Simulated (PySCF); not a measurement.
Au2H6S2Si3, SMILES [Au][S][SiH2][SiH2][SiH2][S][Au], multiplicity 1.

Geometry: B3LYP-D3(BJ)/def2-SVP. The multiplicity is an assumed one; no other spin state was optimised. The def2 effective core potentials stand for the cores of Au; spin–orbit coupling is left out. Other conformers were not sampled.

Two levels are set side by side: TDA-PBE/def2-SVPD (PySCF) and TDA-LC-ωPBE/def2-SVPD (PySCF). Vertical, same geometry. The lowest singlet is HOMO→LUMO 80 %, HOMO−1→LUMO+1 20 % with PBE and HOMO→LUMO 49 %, HOMO−1→LUMO+1 40 % with the other functional; states are paired by order. Differences are taken from unrounded values.

| quantity | TDA-LC-ωPBE |
|---|---|
| lowest singlet excitation (eV) | 2.74 |
| lowest triplet excitation (TDA) (eV) | 2.14 |

### Question
What does TDA-PBE give, and how far is it from TDA-LC-ωPBE? (Estimate from the structure and the level; the computed values follow.)

### Answer

```
quantity                              TDA-PBE  TDA-PBE minus TDA-LC-ωPBE
------------------------------------  -------  -------------------------
lowest singlet excitation (eV)           1.56                      -1.18
lowest triplet excitation (TDA) (eV)     1.32                      -0.81
```

Functionals without exact exchange tend to place singlet excitations lower, as here. Differences between two approximate levels are no errors against the true value.

Rough cost on one machine, each run with all the roots and properties that it gave: TDA-LC-ωPBE against TDA-PBE about 5 times.
